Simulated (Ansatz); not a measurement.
Gas-phase electronic energies from Ansatz, PBE0-D4/def2-TZVP geometries. CCSD(T)/CBS adds triple-zeta CCSD(T) − MP2 to the extrapolated MP2 energy (def2 sets, frozen cores). Functionals use def2-TZVPP. Each species was taken in one conformer, which may not be the lowest.

Reaction (redistribution): `CO[SiH2]N[SiH2]Cl` + `[CH3][Al]([CH3])[F]` → `CO[SiH2]N[SiH2]F` + `[CH3][Al]([CH3])[Cl]`

```csv
level,ΔE (kJ/mol),difference from CCSD(T)/CBS
r2SCAN-D4,-19.5,-0.2
PBE0-D4,-17.0,2.3
ωB97X-V,-19.0,0.3
ωB97M-V,-18.8,0.5
r2SCAN,-20.7,-1.4
PBE0,-20.5,-1.2
HF/def2-TZVPP,-34.2,-14.9
SCS-MP2/def2-TZVPP,-20.6,-1.3
CCSD/def2-TZVPP,-22.3,-3.0
MP2/CBS(def2),-17.4,1.9
CCSD(T)/CBS,-19.3,0
```

Largest T1 diagnostic among the species: 0.011.

From PBE to PBE0 (25 % exact exchange), in def2-TZVPP and without D4, ΔE moves by −4.1 kJ/mol. The D4 term adds +6.0 kJ/mol with B3LYP and +3.5 kJ/mol with PBE0; it sums over pairs of atoms, weighted by their polarisabilities, and B3LYP, whose exchange is more repulsive, gets the larger term.

B3LYP here is the variant with VWN-RPA as its local correlation; programs differ in this.
